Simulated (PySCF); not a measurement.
**Two-component Hartree-Fock for Tl (thallium, neutral)**

Start: [Xe] 4f14 5d10 6s2 6p1; 6p3/2 filled at m_j = +3/2. Calculated with PySCF 2.14 in x2c-SVPall-2c with one added diffuse shell each of s, p type (8s12p7d2f, 93 functions): generalised Hartree-Fock with the X2C-1e Hamiltonian and a Gaussian nucleus; one run each with spin-orbit coupling (SO) screened by Boettger's factors, then bare. This is a chosen level, not necessarily the ground level.

```tsv
spinor shell	electrons	ε, screened SO (eV)	ε, bare SO (eV)	weight of nominal j (bare SO)	rms radius, bare SO (bohr)
1s1/2	2	-85977.9	-85975.8	1.000	0.0184
2s1/2	2	-15463.4	-15462.7	1.000	0.0743
2p1/2	2	-14820.6	-14867.3	1.000	0.0626
2p3/2	4	-12748.9	-12734.9	1.000	0.0711
3s1/2	2	-3764.7	-3764.5	1.000	0.189
3p1/2	2	-3475.6	-3485.9	1.000	0.181
3p3/2	4	-3008.2	-3005.0	1.000	0.198
3d3/2	4	-2535.7	-2544.3	1.000	0.173
3d5/2	6	-2437.0	-2431.5	1.000	0.178
4s1/2	2	-880.26	-880.21	1.000	0.416
4p1/2	2	-754.31	-756.87	1.000	0.419
4p3/2	4	-639.15	-638.37	1.000	0.454
4d3/2	4	-432.89	-434.74	1.000	0.468
4d5/2	6	-411.46	-410.28	1.000	0.474
5s1/2	2	-153.55	-153.56	1.000	0.941
4f5/2	6	-142.93	-144.28	1.000	0.512
4f7/2	8	-138.51	-137.49	1.000	0.514
5p1/2	2	-109.01	-109.51	1.000	1.01
5p3/2	4	-88.154	-88.026	1.000	1.11
5d3/2	4	-24.607	-24.813	1.000	1.45
5d5/2	6	-22.443	-22.325	1.000	1.50
6s1/2	2	-12.434	-12.441	1.000	2.75
6p3/2	1	-4.808	-4.805	1.000	4.37
```

```
   quantity   screened SO       bare SO
E (hartree)  -20263.79849  -20265.86422
        M_J           3/2           3/2
       ⟨J²⟩         3.758         3.758
       ⟨L²⟩         2.188         2.202
       ⟨S²⟩         0.937         0.951
```

Each row is a mean over spinors that exchange with the open shell spreads, by up to 1.167 eV (6s1/2).

Breit and QED terms are absent; they matter most for the inner s and p1/2 levels.

Densities and radii are taken from the X2C orbitals without a picture-change correction, which distorts them close to the nucleus.
